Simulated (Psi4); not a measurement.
As₂, triplet, geometry from GFN2-xTB (a higher spin typed on purpose: for a closed-shell molecule this is an excited state); TPSS/STO-3G in Psi4 1.11.

Psi4 was given this input:
```
memory 2 GB

molecule mol {
0 3
As   -0.000000   -0.000000   -1.127166
As    0.000000    0.000000    1.127166
}

set {
  basis sto-3g
  reference uks
  basis_guess true
}

energy('tpss')
print_variables()
```

The log (banner, timings and long lists left out):

```
  //>>>>>>>>>>>>>>>>>>>>>>>>>>>>>>>>>>>//
  //       Guess SCF, 3-21G Basis      //
  //<<<<<<<<<<<<<<<<<<<<<<<<<<<<<<<<<<<//

   => Loading Basis Set <=

    Name: 3-21G
    Role: ORBITAL
    Keyword: BASIS

         ---------------------------------------------------------
                           SCF Castup computation
         ---------------------------------------------------------
                                   SCF
               by Justin Turney, Rob Parrish, Andy Simmonett
                          and Daniel G. A. Smith
                              UKS Reference
         ---------------------------------------------------------

  ==> Geometry <==

    Molecular point group: d2h
    Full point group: D_inf_h

    Geometry (in Angstrom), charge = 0, multiplicity = 3:

       Center              X                  Y                   Z               Mass
    ------------   -----------------  -----------------  -----------------  -----------------
         AS           0.000000000000     0.000000000000    -1.127166000000    74.921594570000
         AS           0.000000000000     0.000000000000     1.127166000000    74.921594570000

  Running in d2h symmetry.

  Rotational constants: A = ************  B =      0.08855  C =      0.08855 [cm^-1]
  Rotational constants: A = ************  B =   2654.63265  C =   2654.63265 [MHz]
  Nuclear repulsion =  255.629597778690169

  Charge       = 0
  Multiplicity = 3
  Electrons    = 66
  Nalpha       = 34
  Nbeta        = 32

  ==> Algorithm <==

  SCF Algorithm Type is DF.
  DIIS enabled.
  MOM disabled.
  Fractional occupation disabled.
  Guess Type is SAD.
  Energy threshold   = 1.00e-06
  Density threshold  = 1.00e-06
  Integral threshold = 1.00e-12

  ==> Primary Basis <==

  Basis Set: 3-21G
    Blend: 3-21G
    Number of shells: 20
    Number of basis functions: 46
    Number of Cartesian functions: 46
    Spherical Harmonics?: false
    Max angular momentum: 2

  ==> DFT Potential <==

   => LibXC <=

    Version 7.1.2
    S. Lehtola, C. Steigemann, M. J. T. Oliveira, and M. A. L. Marques,  SoftwareX 7, 1–5 (2018) (10.1016/j.softx.2017.11.002)

   => Composite Functional: TPSS <=

    TPSS Meta-GGA XC Functional

    J. Tao, et al., Phys. Rev. Lett., 91, 146401, 2003

    Deriv               =              1
    GGA                 =           TRUE
    Meta                =           TRUE

    Exchange Hybrid     =          FALSE
    MP2 Hybrid          =          FALSE

   => Exchange Functionals <=

    1.0000   XC_MGGA_X_TPSS

   => Correlation Functionals <=

    1.0000   XC_MGGA_C_TPSS

   => LibXC Density Thresholds  <==

    XC_MGGA_C_TPSS:  1.00E-15
    XC_MGGA_X_TPSS:  1.00E-15

   => Molecular Quadrature <=

    Radial Scheme          =       TREUTLER
    Pruning Scheme         =           NONE
    Nuclear Scheme         =       TREUTLER

    Blocking Scheme        =         OCTREE
    BS radius alpha        =              1
    Pruning alpha          =              1
    Radial Points          =             75
    Spherical Points       =            302
    Total Points           =          40060
    Total Blocks           =            368
    Max Points             =            255
    Max Functions          =             41
    Weights Tolerance      =       1.00E-15

   => Loading Basis Set <=

    Name: (3-21G AUX)
    Role: JKFIT
    Keyword: DF_BASIS_SCF

  ==> Integral Setup <==

  SCF_SUBTYPE=INCORE selected. In-core MEM_DF algorithm will be used.
  Using in-core AOs.

  ==> MemDFJK: Density-Fitted J/K Matrices <==

    J tasked:                   Yes
    K tasked:                    No
    wK tasked:                   No
    Algorithm:                 Core
    Schwarz Cutoff:           1E-12
    Mask sparsity (%):      10.8696
    Fitting Condition:        1E-10

   => Auxiliary Basis Set <=

  Basis Set: (3-21G AUX)
    Blend: DEF2-UNIVERSAL-JKFIT
    Number of shells: 120
    Number of basis functions: 742
    Number of Cartesian functions: 742
    Spherical Harmonics?: false
    Max angular momentum: 5

  Minimum eigenvalue in the overlap matrix is 8.3816555680E-03.
  Reciprocal condition number of the overlap matrix is 2.3545248152E-03.
    Using symmetric orthogonalization.

  ==> Pre-Iterations <==

  SCF Guess: Superposition of Atomic Densities via on-the-fly atomic UHF (no occupation information).

   -------------------------
    Irrep   Nso     Nmo
   -------------------------
     Ag        12      12
     B1g        1       1
     B2g        5       5
     B3g        5       5
     Au         1       1
     B1u       12      12
     B2u        5       5
     B3u        5       5
   -------------------------
    Total      46      46
   -------------------------

  ==> Iterations <==

                           Total Energy        Delta E     RMS |[F,P]|

   @DF-UKS iter SAD: -4444.23893128282270   -4.44424e+03   0.00000e+00
    Occupation by irrep:
             Ag   B1g   B2g   B3g    Au   B1u   B2u   B3u
    DOCC [     9,    1,    3,    3,    1,    8,    3,    4 ]
    SOCC [     0,    0,    1,    0,    0,    0,    1,    0 ]
    NA   [     9,    1,    4,    3,    1,    8,    4,    4 ]
    NB   [     9,    1,    3,    3,    1,    8,    3,    4 ]

   @DF-UKS iter   1: -4449.53712775728764   -5.29820e+00   5.50968e-02 ADIIS/DIIS
    Occupation by irrep:
             Ag   B1g   B2g   B3g    Au   B1u   B2u   B3u
    DOCC [     9,    1,    3,    3,    1,    8,    4,    3 ]
    SOCC [     0,    0,    0,    1,    0,    0,    0,    1 ]
    NA   [     9,    1,    3,    4,    1,    8,    4,    4 ]
    NB   [     9,    1,    3,    3,    1,    8,    4,    3 ]

   @DF-UKS iter   2: -4449.90052567793555   -3.63398e-01   1.85865e-02 ADIIS/DIIS
    Occupation by irrep:
             Ag   B1g   B2g   B3g    Au   B1u   B2u   B3u
    DOCC [     9,    1,    3,    3,    1,    8,    3,    4 ]
    SOCC [     0,    0,    1,    0,    0,    0,    1,    0 ]
    NA   [     9,    1,    4,    3,    1,    8,    4,    4 ]
[...]
   @DF-UKS iter  78: -4449.98517622084364   -2.85128e-05   1.53307e-03 ADIIS/DIIS
   @DF-UKS iter  79: -4449.98516473176187    1.14891e-05   1.56151e-03 ADIIS/DIIS
   @DF-UKS iter  80: -4449.98512278473572    4.19470e-05   1.66119e-03 ADIIS/DIIS
   @DF-UKS iter  81: -4449.98504021309509    8.25716e-05   1.84166e-03 ADIIS/DIIS
    Occupation by irrep:
             Ag   B1g   B2g   B3g    Au   B1u   B2u   B3u
    DOCC [     9,    1,    3,    3,    1,    8,    4,    3 ]
    SOCC [     0,    0,    0,    1,    0,    0,    0,    1 ]
    NA   [     9,    1,    3,    4,    1,    8,    4,    4 ]
    NB   [     9,    1,    3,    3,    1,    8,    4,    3 ]

   @DF-UKS iter  82: -4449.98533322923686   -2.93016e-04   1.07287e-03 ADIIS/DIIS
   @DF-UKS iter  83: -4449.98519337761354    1.39852e-04   1.48950e-03 ADIIS/DIIS
   @DF-UKS iter  84: -4449.98519474822842   -1.37061e-06   1.48616e-03 ADIIS/DIIS
   @DF-UKS iter  85: -4449.98519362962270    1.11861e-06   1.48906e-03 ADIIS/DIIS
   @DF-UKS iter  86: -4449.98520662006558   -1.29904e-05   1.45529e-03 ADIIS/DIIS
    Occupation by irrep:
             Ag   B1g   B2g   B3g    Au   B1u   B2u   B3u
    DOCC [     9,    1,    3,    3,    1,    8,    3,    4 ]
    SOCC [     0,    0,    1,    0,    0,    0,    1,    0 ]
    NA   [     9,    1,    4,    3,    1,    8,    4,    4 ]
    NB   [     9,    1,    3,    3,    1,    8,    3,    4 ]

   @DF-UKS iter  87: -4449.98523452967311   -2.79096e-05   1.37998e-03 ADIIS/DIIS
    Occupation by irrep:
             Ag   B1g   B2g   B3g    Au   B1u   B2u   B3u
    DOCC [     9,    1,    3,    3,    1,    8,    4,    3 ]
    SOCC [     0,    0,    0,    1,    0,    0,    0,    1 ]
    NA   [     9,    1,    3,    4,    1,    8,    4,    4 ]
    NB   [     9,    1,    3,    3,    1,    8,    4,    3 ]

   @DF-UKS iter  88: -4449.98538871218898   -1.54183e-04   8.51552e-04 ADIIS/DIIS
   @DF-UKS iter  89: -4449.98513319842550    2.55514e-04   1.63657e-03 ADIIS/DIIS
   @DF-UKS iter  90: -4449.98514520989102   -1.20115e-05   1.60864e-03 ADIIS/DIIS
   @DF-UKS iter  91: -4449.98500604417859    1.39166e-04   1.91102e-03 ADIIS/DIIS
    Occupation by irrep:
             Ag   B1g   B2g   B3g    Au   B1u   B2u   B3u
    DOCC [     9,    1,    3,    3,    1,    8,    3,    4 ]
    SOCC [     0,    0,    1,    0,    0,    0,    1,    0 ]
    NA   [     9,    1,    4,    3,    1,    8,    4,    4 ]
    NB   [     9,    1,    3,    3,    1,    8,    3,    4 ]

   @DF-UKS iter  92: -4449.98524167180949   -2.35628e-04   1.36020e-03 ADIIS/DIIS
    Occupation by irrep:
             Ag   B1g   B2g   B3g    Au   B1u   B2u   B3u
    DOCC [     9,    1,    3,    3,    1,    8,    4,    3 ]
    SOCC [     0,    0,    0,    1,    0,    0,    0,    1 ]
    NA   [     9,    1,    3,    4,    1,    8,    4,    4 ]
    NB   [     9,    1,    3,    3,    1,    8,    4,    3 ]

   @DF-UKS iter  93: -4449.98519349499838    4.81768e-05   1.48957e-03 ADIIS/DIIS
   @DF-UKS iter  94: -4449.98523799363738   -4.44986e-05   1.37038e-03 ADIIS/DIIS
    Occupation by irrep:
             Ag   B1g   B2g   B3g    Au   B1u   B2u   B3u
    DOCC [     9,    1,    3,    3,    1,    8,    3,    4 ]
    SOCC [     0,    0,    1,    0,    0,    0,    1,    0 ]
    NA   [     9,    1,    4,    3,    1,    8,    4,    4 ]
    NB   [     9,    1,    3,    3,    1,    8,    3,    4 ]

   @DF-UKS iter  95: -4449.98518548818902    5.25054e-05   1.50968e-03 ADIIS/DIIS
   @DF-UKS iter  96: -4449.98538619341525   -2.00705e-04   8.62771e-04 ADIIS/DIIS
   @DF-UKS iter  97: -4449.98529788621727    8.83072e-05   1.19127e-03 ADIIS/DIIS
    Occupation by irrep:
             Ag   B1g   B2g   B3g    Au   B1u   B2u   B3u
    DOCC [     9,    1,    3,    3,    1,    8,    4,    3 ]
    SOCC [     0,    0,    0,    1,    0,    0,    0,    1 ]
    NA   [     9,    1,    3,    4,    1,    8,    4,    4 ]
    NB   [     9,    1,    3,    3,    1,    8,    4,    3 ]

   @DF-UKS iter  98: -4449.98538305144575   -8.51652e-05   8.76382e-04 ADIIS/DIIS
   @DF-UKS iter  99: -4449.98532293289463    6.01186e-05   1.10800e-03 ADIIS/DIIS
    Occupation by irrep:
             Ag   B1g   B2g   B3g    Au   B1u   B2u   B3u
    DOCC [     9,    1,    3,    3,    1,    8,    3,    4 ]
    SOCC [     0,    0,    1,    0,    0,    0,    1,    0 ]
    NA   [     9,    1,    4,    3,    1,    8,    4,    4 ]
    NB   [     9,    1,    3,    3,    1,    8,    3,    4 ]

   @DF-UKS iter 100: -4449.98538146212377   -5.85292e-05   8.83243e-04 ADIIS/DIIS

PsiException: Could not converge SCF iterations in 100 iterations.

  Failed to converge.

Traceback (most recent call last):
  File "psi4", line 375, in <module>
  File "<string>", line 24, in <module>
  File "site-packages/psi4/driver/driver.py", line 533, in energy
  File "site-packages/psi4/driver/procrouting/proc.py", line 2760, in run_scf
  File "site-packages/psi4/driver/procrouting/proc.py", line 1917, in scf_helper
  File "site-packages/psi4/driver/procrouting/scf_proc/scf_iterator.py", line 93, in scf_compute_energy
  File "site-packages/psi4/driver/procrouting/scf_proc/scf_iterator.py", line 86, in scf_compute_energy
  File "site-packages/psi4/driver/procrouting/scf_proc/scf_iterator.py", line 609, in scf_iterate

psi4.driver.p4util.exceptions.SCFConvergenceError: Could not converge SCF iterations in 100 iterations.

Printing out the relevant lines from the Psithon --> Python processed input file:
    ""","mol")
    core.IO.set_default_namespace("mol")
    core.set_global_option("BASIS", "sto-3g")
    core.set_global_option("REFERENCE", "uks")
    core.set_global_option("BASIS_GUESS", "true")
--> energy('tpss')
    print_variables()

!-------------------------------------------------------!
!                                                       !
!  Could not converge SCF iterations in 100 iterations. !
!                                                       !
!-------------------------------------------------------!
```

Convergence was not reached.
